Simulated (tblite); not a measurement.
Compound: C2H11NOSi3.
Geometry (GFN2-xTB, Å), atoms numbered from 1 in this order:
```
atom  x, y, z in Å
O1    -2.4923    0.7819   -1.1258
C2    -2.7671   -0.1833   -0.4542
N3    -2.0236   -0.5611    0.5900
Si4   -0.5989    0.4243    0.9366
C5     0.6355    0.3754   -0.4964
Si6    2.2478    1.2759   -0.0402
Si7    0.9208   -1.3797   -1.1802
H8    -3.6515   -0.8153   -0.6585
H9    -2.3023   -1.3699    1.1180
H10   -1.0886    1.7625    1.2583
H11   -0.0927   -0.2474    2.1400
H12    0.1820    0.9436   -1.3131
H13    2.9382    0.5559    1.0330
H14    1.9570    2.6351    0.4229
H15    3.1277    1.3502   -1.2096
H16    1.8807   -1.3297   -2.2872
H17   -0.3304   -1.9604   -1.6793
H18    1.4490   -2.2520   -0.1249
```

Computed values, GFN2-xTB/tblite, gas phase, harmonic and unscaled. This tight-binding method is rough: wavenumbers can miss measured ones by several per cent, in bad cases by 10 to 20. Modes of hydrogen on silicon can be 10 to 20 % off. One conformer, not necessarily the lowest.

Harmonic wavenumbers (cm⁻¹): 26.6, 70.6, 95.2, 104.0, 122.3, 122.7, 164.5, 190.4, 225.2, 277.0, 458.8, 484.6, 503.1, 517.8, 523.2, 536.0, 599.3, 659.5, 672.8, 722.5, 768.0, 774.6, 779.3, 785.3, 788.9, 795.5, 808.1, 815.3, 838.6, 856.6, 936.6, 1067.5, 1078.2, 1156.4, 1348.0, 1379.2, 1741.0, 2217.6, 2224.8, 2227.4, 2238.8, 2246.9, 2251.3, 2253.1, 2290.5, 2771.8, 2932.1, 3486.1.

A = 2042, B = 910.1, C = 773.2 MHz; mass 149.015 u (most abundant isotopes); point group C1, symmetry number 1.

Zero-point energy?

½Σν̃ = 25467 cm⁻¹ = 72.81 kcal/mol.

What is S at 298.15 K and 1 bar for an ideal gas of classical rigid rotors and harmonic oscillators?

Translation 40.93, rotation 29.79, vibration 39.22: S = 109.9 cal/(mol K).

And Cp and H(298.15 K) − H(0)?

Cp = 46.08 cal/(mol K), of which vibrations give 38.13 (their classical limit is 48 R = 95.4); H(298.15 K) − H(0) = 8.32 kcal/mol without the zero-point energy, 5.95 from vibrations.

Blend soft modes into free rotors: weight 1/[1 + (100 cm⁻¹/ν̃)⁴] for the oscillator and the rest for a rotor with moment μB/(μ + B), μ = h/(8π²ν), B = 10⁻⁴⁴ kg m². What vibrational entropy results?

35.72 cal/(mol K) in place of 39.22, which changes −T·S at 298.15 K by +1.04 kcal/mol.

What must be added to the electronic energy to get the Gibbs energy at 298.15 K and 1 bar?

ZPE + [H(298.15 K) − H(0)] − T·S = 72.81 + 8.32 − 32.78 = 48.35 kcal/mol.

How do the functions run with temperature in this model?

```csv
T (K),S (cal/(mol K)),Cp (cal/(mol K)),H − H(0) (kcal/mol),G − H(0) (kcal/mol),ln q(vib)
150,85.1,28.2,2.80,-9.96,4.58
250,102.3,40.5,6.23,-19.35,8.07
400,124.9,55.8,13.53,-36.44,13.07
600,150.2,68.8,26.08,-64.03,19.31
900,180.6,80.8,48.68,-113.83,27.63
```

q(vib) and H(0) count from the zero-point level.

Which modes carry the vibrational entropy at 298.15 K?

26.6 cm⁻¹: 6.07; 70.6 cm⁻¹: 4.14; 95.2 cm⁻¹: 3.55; 104.0 cm⁻¹: 3.38; 122.3 cm⁻¹: 3.06; 122.7 cm⁻¹: 3.06 cal/(mol K); the other 42 give 15.96 together.

Hindered rotation and anharmonicity are outside this model. Other conformers, if any are populated, would add a mixing term that is left out. The structure is chiral; the term R ln 2 for an equal mix with its mirror image is left out.
